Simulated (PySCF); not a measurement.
Can point charges reproduce the dipole moment of `FCC1=C(F)CC1`?

Coordinates (GFN2-xTB, Å) and charges (e) from the PBE0/pcSseg-1 density (PySCF):

```csv
atom,x,y,z,Mulliken,IAO,Hirshfeld,ESP-fitted
F1,2.266,-0.040,1.405,-0.3434,-0.3305,-0.1324,-0.2056
C2,1.892,0.063,0.080,+0.3147,+0.0259,+0.0211,-0.0449
C3,0.413,0.094,-0.047,-0.4192,-0.0835,-0.0339,-0.0770
C4,-0.489,0.952,-0.513,+0.2656,+0.2843,+0.0856,+0.2699
F5,-0.409,2.148,-1.104,-0.2522,-0.2522,-0.0841,-0.1774
C6,-1.691,0.120,-0.198,-0.2071,-0.2839,-0.0728,-0.3257
C7,-0.659,-0.899,0.357,-0.1298,-0.2505,-0.0659,-0.1192
H8,2.318,-0.813,-0.425,+0.1078,+0.1467,+0.0471,+0.1120
H9,2.339,0.984,-0.308,+0.1078,+0.1528,+0.0507,+0.1165
H10,-2.264,-0.221,-1.058,+0.1402,+0.1502,+0.0478,+0.1274
H11,-2.366,0.544,0.543,+0.1429,+0.1517,+0.0489,+0.1394
H12,-0.626,-1.846,-0.176,+0.1317,+0.1407,+0.0427,+0.0862
H13,-0.729,-1.084,1.426,+0.1410,+0.1482,+0.0452,+0.0983
```

**Question.** What dipole does each set of charges give (1 e·Å = 4.803 D), and what does the density give?

**Answer.** The full density gives (-1.09, -1.17, -1.08) D, 1.93 D in size; dipole vectors point from the negative to the positive end.

| scheme | μx | μy | μz | size (D) | share of the full size (%) | angle to the full dipole (°) |
| --- | --- | --- | --- | --- | --- | --- |
| Mulliken | -1.37 | -2.56 | -1.31 | 3.19 | 165 | 16 |
| IAO | -1.55 | -1.98 | -1.72 | 3.05 | 158 | 4 |
| Hirshfeld | -0.82 | -0.70 | -0.70 | 1.28 | 66 | 6 |
| ESP-fitted | -1.08 | -1.21 | -1.09 | 1.95 | 101 | 1 |

**Question.** Which set comes closest?

**Answer.** Length of the difference vector: ESP-fitted 0.04 D, Hirshfeld 0.67 D, IAO 1.13 D, Mulliken 1.44 D. Closest: ESP-fitted. 

**Question.** What is left for the Hirshfeld atoms' own dipoles?

**Answer.** The shares of the density sum to the whole, so what Σ q r misses lies in dipoles about the nuclei. The atomic dipoles sum to (-1.09, -1.17, -1.08) − (-0.82, -0.70, -0.70) = (-0.27, -0.47, -0.38) D, 0.67 D in size.

**Question.** With the origin at the mean of the coordinates, (0.000, 0.000, -0.001) Å, which are the largest single terms, by size, of the IAO dipole along the direction of the full one?

**Answer.** F1 +3.24, H10 +1.45, C6 -1.35, H9 -1.28, H12 +1.06 D; all 13 atoms together +3.04 D. The single terms depend on the origin, their sum doesn't.

**Question.** Give the size of the full dipole in other units.

**Answer.** 1.93 D = 0.760 au = 0.402 e·Å = 6.44 × 10⁻³⁰ C·m.

The structure is a single GFN2-xTB conformer in the gas phase; no vibrational or solvent corrections.

The values belong to the conformer `[F:1][CH2:2][C:3]1=[C:4]([F:5])[CH2:6][CH2:7]1`: F1–C2–C3–C4 119°.
